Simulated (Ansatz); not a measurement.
Ansatz (a first-principles code) input (CCSD(T)/aug-cc-pV(D+d)Z):
A basis named .json is the Basis Set Exchange file of that set.

Ansatz 0.2 input:
```yaml
crystal:
  periodic: [false, false, false]
  atoms:
    - {symbol: Al, position_ang: [-0.04037321, -0.69294089, -0.17704823]}
    - {symbol: O, position_ang: [1.07995207, 0.57144443, -0.81300062]}
    - {symbol: H, position_ang: [0.97256644, 1.45638026, -0.44126274]}
    - {symbol: O, position_ang: [-1.03343149, 0.22700596, 1.01700681]}
    - {symbol: H, position_ang: [-0.81987926, 1.16424813, 1.11084024]}
basis:
  gaussian:
    orbitals: aug-cc-pV_D+d_Z.json
total_charge: -1
magnetization: {spin_polarized: false}
correlation: {method: ccsd_t, electrons: outside_noble_gas}
output: {forces: true}
```

End of the output:

```
integrals: 0.12 GiB planned
946 factors; integrals over basis functions are off by at most 8.3e-4 eV
mean field: 0.26 GiB planned
mean field evaluation 1: about -10690.5255 eV, gradient 2.6e1 eV
mean field evaluation 2: about -10690.5266 eV, gradient 2.6e1 eV
mean field evaluation 4: about -10692.2017 eV, gradient 2.9e0 eV
mean field evaluation 8: about -10692.2443 eV, gradient 1.3e-3 eV
mean field evaluation 16: about -10692.2424 eV, gradient 1.7e-1 eV
mean field -10692.24432544 eV, -392.9327314965 hartree, gradient 1.1e-6 eV, S^2 0.000000; 0 other end points of the search recorded, 0 dependent functions left out; unrestricted orbitals would lower it
7 core orbitals not correlated
reference -10692.24432544 eV, -392.9327314965 hartree; 9, 9 occupied and 80, 80 virtual orbitals, 946 factors
densities: 0.48 GiB planned
second order -13.40815382 eV of doubles, -0.00000000 eV of singles
coupled cluster: 0.34 GiB planned
cycle   1  -13.32057525 eV  change    8.8e-2 eV  update   1.1e-1
cycle   2  -13.69860734 eV  change   -3.8e-1 eV  update   3.9e-2
cycle   3  -13.81874089 eV  change   -1.2e-1 eV  update   2.2e-2
cycle   4  -13.80716050 eV  change    1.2e-2 eV  update   5.8e-3
cycle   5  -13.80313071 eV  change    4.0e-3 eV  update   3.0e-3
cycle   6  -13.80475714 eV  change   -1.6e-3 eV  update   1.2e-3
cycle   7  -13.80454333 eV  change    2.1e-4 eV  update   5.4e-4
cycle   8  -13.80424610 eV  change    3.0e-4 eV  update   2.2e-4
cycle   9  -13.80430400 eV  change   -5.8e-5 eV  update   9.0e-5
cycle  10  -13.80437152 eV  change   -6.8e-5 eV  update   3.7e-5
cycle  11  -13.80434151 eV  change    3.0e-5 eV  update   1.8e-5
cycle  12  -13.80434840 eV  change   -6.9e-6 eV  update   7.2e-6
cycle  13  -13.80435103 eV  change   -2.6e-6 eV  update   2.8e-6
perturbative correction -0.44501405 eV, -0.0163539649 hartree
the calculation of the forces begins
Total energy: -10706.49369053 eV, -393.4563860048 hartree
Atom 0 at    -0.040373    -0.692941    -0.177048 Å, force    -0.015394    -0.264207    -0.067506 eV/Å
Atom 1 at     1.079952     0.571444    -0.813001 Å, force     0.235229     0.013964    -0.211216 eV/Å
Atom 2 at     0.972566     1.456380    -0.441263 Å, force    -0.031938     0.150017     0.075602 eV/Å
Atom 3 at    -1.033431     0.227006     1.017007 Å, force    -0.238096    -0.063178     0.198642 eV/Å
Atom 4 at    -0.819879     1.164248     1.110840 Å, force     0.050199     0.163404     0.004478 eV/Å
Dipole moment:     0.053778     0.923011     0.235832 e Å
```
